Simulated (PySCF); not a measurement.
C₄H₉O, SMILES C[CH]OCC, multiplicity 2.

Coordinates come from a PBE-D3(BJ)/def2-SVP optimisation. The isomer is the one that the SMILES or the coordinates give; other isomers of the formula were not compared. Other conformers were not sampled.

Method: PBE-D3(BJ)/def2-SVP run with PySCF.

Harmonic, unscaled wavenumbers; measured fundamentals usually lie a few per cent lower.

```
mode  ν (cm⁻¹)  IR (km/mol)  moving atoms (share of kinetic energy)
----  --------  -----------  --------------------------------------
1           79          0.3                  H 57 %, C 32 %, O 11 %
2          108          3.7                  O 41 %, H 31 %, C 28 %
3          174          0.7                          H 76 %, C 16 %
4          187          0.6                  C 45 %, H 33 %, O 22 %
5          251          0.9                           H 85 %, C 8 %
6          417          4.9                  C 48 %, H 36 %, O 16 %
7          437          2.0                  C 62 %, H 25 %, O 13 %
8          540         19.8                          H 74 %, C 23 %
9          791          1.7                                  H 92 %
10         838          3.0                  H 53 %, C 30 %, O 18 %
11         944          4.2                  H 52 %, C 36 %, O 12 %
12         971          6.1                          H 70 %, C 30 %
13        1066         19.0                          C 57 %, H 36 %
14        1089         42.1                  C 55 %, H 32 %, O 13 %
15        1130          6.5                          H 56 %, C 40 %
16        1136         22.0                   C 49 %, H 41 %, O 9 %
17        1239        113.7                  H 45 %, O 35 %, C 20 %
18        1244          5.3                                  H 90 %
19        1308         83.4                          H 72 %, C 24 %
20        1328          0.6                          H 80 %, C 20 %
21        1354         90.7                          H 64 %, C 34 %
22        1378          7.6                                  H 94 %
23        1398          7.5                          H 76 %, C 22 %
24        1403          6.6                                  H 97 %
25        1421         16.5                          H 71 %, C 26 %
26        1427          4.7                                  H 93 %
27        1450          2.1                          H 89 %, C 10 %
28        2877         65.4                                  H 95 %
29        2904         56.0                                  H 95 %
30        2947         52.6                          H 90 %, C 10 %
31        2982         13.4                                  H 97 %
32        2993         16.2                                  H 93 %
33        3036         28.6                                  H 92 %
34        3069         18.1                           H 91 %, C 9 %
35        3076         16.6                          H 90 %, C 10 %
36        3080         14.6                           H 91 %, C 9 %
```
